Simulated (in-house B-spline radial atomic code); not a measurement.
**Ionising Nb6+ with different functionals**

Computed with an all-electron radial atomic-structure program (B-spline basis): non-relativistic Hamiltonian, point nucleus, spin-polarised at highest spin, spherical fractional occupations for the functionals, and exact exchange of hybrids averaged over the configuration. The ionisation energy is the difference of two self-consistent energies, [Ar] 3d10 4s2 4p5 → [Ar] 3d10 4s2 4p4, without Breit or QED terms; ε is the level of the shell that loses the electron (its least bound occupied spin orbital). There is no spin-orbit coupling in this Hamiltonian.

| method | rung | ΔSCF (eV) | -ε(4p) (eV) |
| --- | --- | --- | --- |
| PBE0 | global hybrid | ? | ? |
| B3LYP | global hybrid | 119.22 | 112.41 |
| TPSSh | global hybrid | 119.24 | 111.62 |
| M06-2X | global hybrid | 119.20 | 115.44 |
| BHandHLYP | global hybrid | 119.00 | 114.98 |
| r2SCAN0 | global hybrid | 119.34 | 113.19 |
| B97-1 | global hybrid | 119.11 | 112.46 |
| HSE06 | range-separated hybrid | 119.11 | 112.39 |
| wB97X | range-separated hybrid | 118.97 | 115.34 |
| CAM-B3LYP | range-separated hybrid | ? | ? |
| LC-wPBE | range-separated hybrid | 119.24 | 115.87 |

Q: What does CAM-B3LYP give?

A: ΔSCF 119.19 eV, and -ε(4p) = 114.37 eV.

Q: What does PBE0 give?

A: ΔSCF 119.15 eV, and -ε(4p) = 112.86 eV.

Q: Among the functionals, which spreads more, the ΔSCF values or the orbital energies?

A: The orbital energies: ΔSCF values span about 0.37 eV and the orbital energies 4.26 eV; here energy differences depend much less on the functional than eigenvalues do.

Q: How do they compare with the NIST value?

A: NIST lists 119.1 eV ± 0.4 (measured, ground level to ground level). Errors run from -0.13 to +0.24 eV; all lie within about twice that uncertainty, so the table can't rank the methods.
